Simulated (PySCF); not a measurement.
r2SCAN on B (boron, neutral), [He] 2s1 2p1 3d1, one real determinant (an excited configuration). Computed with PySCF 2.14 in aug-cc-pVTZ-DK (5s4p3d2f, 46 functions), with the spin-free X2C one-electron Hamiltonian (Gaussian nucleus).

```
cycle= 1 E= -24.2204859735754  delta_E= -0.00171  |g|= 0.00419  |ddm|= 0.176
cycle= 2 E= -24.2204953827645  delta_E= -9.41e-06  |g|= 0.00042  |ddm|= 0.0229
cycle= 3 E= -24.2204955274733  delta_E= -1.45e-07  |g|= 3.87e-05  |ddm|= 0.00244
cycle= 4 E= -24.2204955300003  delta_E= -2.53e-09  |g|= 5.95e-06  |ddm|= 0.000268
cycle= 5 E= -24.2204955300843  delta_E= -8.4e-11  |g|= 2.74e-07  |ddm|= 4.68e-05
converged SCF energy = -24.2204955300843  <S^2> = 3.7500096  2S+1 = 4.0000048
```

Highest occupied orbital energy: 0.704 eV; ⟨L²⟩ = 8.00; populations by l: s 3.00, p 1.00, d 1.00, f 0.00.

Task: Can this result be used?

Result: Not for this state. The calculation finished and met its thresholds. ⟨L²⟩ = 8.00 against 12 for a pure F term, so this real determinant mixes terms. The outer electron is Rydberg-like, and this basis confines it to a smaller radius and binds it less than a complete one would. At r2SCAN the highest occupied level has a positive energy, so only the finite basis holds that electron; for this excited configuration the basis is too tight for the outer shell.
